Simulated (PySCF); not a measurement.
# Core-level binding energies of `CCP(CC)CC`

Species: C₆H₁₅P.
Structure used (PBE0-D3(BJ)/def2-SVP), in Å, numbered top down from 1:
```xyz
22
C6H15P angstrom
C     -1.6431   -2.2593    0.4136
C     -0.3136   -1.5323    0.5534
P     -0.1624   -0.0466   -0.5575
C      1.5163    0.5575   -0.0282
C      2.6630   -0.2564   -0.6109
C     -1.2272    1.1510    0.3890
C     -1.2939    2.5317   -0.2478
H     -2.4898   -1.6294    0.7289
H     -1.8261   -2.5571   -0.6305
H     -1.6678   -3.1696    1.0324
H     -0.1357   -1.2300    1.6014
H      0.5113   -2.2104    0.2778
H      1.5921    1.6031   -0.3705
H      1.5687    0.5821    1.0753
H      2.6078   -0.2915   -1.7100
H      2.6537   -1.2960   -0.2479
H      3.6385    0.1745   -0.3361
H     -2.2369    0.7088    0.4254
H     -0.8735    1.2141    1.4340
H     -0.3097    3.0255   -0.2591
H     -1.9817    3.1929    0.3020
H     -1.6434    2.4730   -1.2905
```

Level of theory: delta-SCF UKS SCAN, pcX-2 on the ionised atom, pcseg-1 elsewhere, spin-free X2C in PySCF 2.14.0. These are vertical core ionisation energies against the vacuum level, from separate self-consistent calculations with and without the core hole.

Question: List the computed XPS lines with their assignment.

Answer: 
| atom(s) | bonded to | level | binding energy (eV) | 2p1/2 (eV) | above the level's lowest (eV) | count |
| --- | --- | --- | --- | --- | --- | --- |
| P3 | 3 C | P 1s | 2149.05 | – | 0.00 | 1 |
| C1/C5/C7 | C and 3 H | C 1s | 290.50 | – | +0.33 | 3 |
| C2/C4/C6 | C, 2 H and P | C 1s | 290.17 | – | 0.00 | 3 |
| P3 | 3 C | P 2p3/2 | 135.47 | 136.37 | 0.00 | 1 |

Lowest listed C 1s: C2/C4/C6, bonded to C, 2 H and P. Highest, 0.33 eV above it: C1/C5/C7, bonded to C and 3 H. Summing the Pauling electronegativity differences to the bonded atoms, each weighted by its formal bond order, gives -1.06 for the lowest site and -1.05 for the highest.

Question: What is the longest wavelength that can ionise P 2p3/2 of P3 vertically?

Answer: λ = hc/E = 12398.42 eV Å / 135.47 eV = 91.522 Å.

Question: Which photon energy gives electrons from P 2p3/2 of P3 a kinetic energy of 200 eV, and what is their de Broglie wavelength?

Answer: hν = 135.47 + 200 = 335.47 eV, recoil neglected; λ = 12.264 Å/√(E/eV) = 0.87 Å.

Atoms equivalent by their bonding share one computed value, that of the first of them. Spin–orbit coupling isn't in the SCF: each 2p doublet comes from a relaxed spin-free hole plus a matrix of the shell (mean-field spin–orbit coupling and the ground-state 2p splitting), with 2p3/2 averaged over its two sublevels. 2p1/2 minus 2p3/2 (ligand field included): P 0.89 eV. The structure is a single PBE0-D3(BJ)/def2-SVP conformer in the gas phase; no vibrational or solvent corrections.
